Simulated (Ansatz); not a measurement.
`N[SiH](Cl)O[SiH3]` + `[OH][Sn][O][SiH3]` → `[SiH3][O][Sn][O][SiH3]` + `N[SiH](O)Cl`  (ligand exchange at the Si–O bond)

Calculated with Ansatz (gas phase, PBE0-D4/def2-TZVP geometries, no zero-point term in ΔE). CCSD(T)/CBS adds triple-zeta CCSD(T) − MP2 to the extrapolated MP2 energy (def2 sets, frozen cores). Functionals use def2-TZVPP. Elements past krypton have def2 core potentials. For Sn outer-core shells are correlated without core-valence functions, which leaves a few kJ/mol of doubt a bond. Each species was taken in one conformer, which may not be the lowest.

```json
{"level": "PBE0-D4", "ΔE (kJ/mol)": "-1.7"}
{"level": "CCSD/def2-SVP", "ΔE (kJ/mol)": "-5.9"}
```

Question: What does CCSD(T)/CBS give? (Estimate.)

Answer: Computed: -2.0 kJ/mol. The listed levels differ from it by 0.3, -3.9 kJ/mol.

Question: What do rigid-rotor, harmonic-oscillator terms from PBE0-D4/def2-TZVP frequencies (298.15 K, 1 bar) make of the CCSD(T)/CBS value? (Best estimate.)

Answer: The calculation gave: ΔZPE = +0.1 kJ/mol, ΔH = -1.9 kJ/mol, ΔS = -12 J/(mol·K), ΔG = +1.7 kJ/mol. Modes under 50 cm⁻¹ make the entropy rough.

Largest T1 diagnostic among the species: 0.016.

At CCSD(T), def2-SVP lies −3.5 kJ/mol from the extrapolated value and def2-TZVPP +0.0 kJ/mol. From BLYP to BHLYP (50 % exact exchange), in def2-TZVPP and without D4, ΔE moves by −3.1 kJ/mol.
